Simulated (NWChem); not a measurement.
# BF

Computed with NWChem. Coordinates come from a PBE-D3(BJ)/def2-SVP optimisation.

Diagonal of the polarisability tensor at B3LYP/def2-TZVPD, 589 nm: 23.19, 23.19, 19.80 bohr³.

Task: Find the mean polarisability volume, the molar refraction, and the refractive index that an ideal gas of it would have at 273.15 K and 1 atm.

Result: 
1. Mean: one third of the trace = 22.06 bohr³ × 0.14818 Å³/bohr³ = 3.27 Å³.
2. Molar refraction (Lorentz-Lorenz): (4π/3) N_A α = 8.2 cm³/mol.
3. Number density p/kT = 2.687 × 10⁻⁵ Å⁻³; n − 1 = 2π N α = 5.52 × 10⁻⁴.
